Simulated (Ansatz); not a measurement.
```yaml
atoms:
  - { symbol: C, position_ang: [0.0000, 0.0000, -0.8460] }
  - { symbol: O, position_ang: [0.0000, 0.0000, 0.8460] }
```

Basis set: 6-31G (spherical functions). Correlated methods keep 2 orbitals frozen. Charge 0, multiplicity 1.

Computed with Ansatz (development build ahead of 0.2.0); each method stands on the lowest determinant of its kind that the runs found. Restricted open shells among the atoms or ions are ROHF, correlated in semicanonical orbitals with singles.

The atomization energy at this shape (free ground-state atoms in the same class of orbitals less the molecule, no zero-point energy) of singlet CO:

```
     method  atomization energy
RHF-CCSD(T)     106.50 kcal/mol
UHF-CCSD(T)     102.90 kcal/mol
```

Task: What does UHF-BCCD(T) give?

Result: 107.82 kcal/mol. Caution: bonds are stretched, where a single reference can fail. Caution for UHF-BCCD(T), UHF-CCSD(T): the unrestricted determinant is spin contaminated. Caution for RHF-CCSD(T): an unrestricted determinant lies well below; other determinants can give a lower correlated total. Caution for UHF-CCSD(T): another reference gives a lower total; the program doubts this total.

This basis has no polarisation functions and is too small for such energies, which can lie far from measured ones in either direction.
